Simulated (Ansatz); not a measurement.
`CCCBr` and `CCCI` differ in one element.

Ansatz, PBE0-D4/def2-TZVP geometries, multiplicity 1. Each molecule was computed in one conformer, which needn't be the lowest.

Elements past krypton have def2 core potentials. Scalar relativity is left out up to krypton.

```tsv
property	`CCCBr`
HOMO–LUMO gap (PBE0/def2-TZVPP) / eV	7.99
HOMO energy (PBE0/def2-TZVPP) / eV	-7.79
size of the dipole moment (B3LYP/def2-TZVPP) / D	2.14
LUMO energy (PBE0/def2-TZVPP) / eV	0.21
HOMO–LUMO gap (PBE/def2-TZVPP) / eV	5.66
LUMO energy (B3LYP/def2-TZVPP) / eV	-0.08
```

Question: Give the same properties after the change, and the shifts. (Best estimate.)

Answer: Ansatz gave: 
```csv
property,`CCCI`,shift
HOMO–LUMO gap (PBE0/def2-TZVPP) / eV,6.52,-1.47
HOMO energy (PBE0/def2-TZVPP) / eV,-7.16,0.63
size of the dipole moment (B3LYP/def2-TZVPP) / D,2.05,-0.09
LUMO energy (PBE0/def2-TZVPP) / eV,-0.64,-0.85
HOMO–LUMO gap (PBE/def2-TZVPP) / eV,4.45,-1.21
LUMO energy (B3LYP/def2-TZVPP) / eV,-0.89,-0.81
```

With PBE0 the HOMO rises by 0.63 eV and the LUMO falls by 0.85 eV, so the gap narrows by about 1.48 eV. PBE moves the HOMO by 0.48 eV and ωB97M-V by 0.73 eV. Dipoles are sizes alone; their direction can turn.

B3LYP here is the variant with VWN-RPA as its local correlation; programs differ in this.

Spin–orbit coupling is left out; it splits and shifts lone-pair levels of the heavy atoms by tenths of an eV.
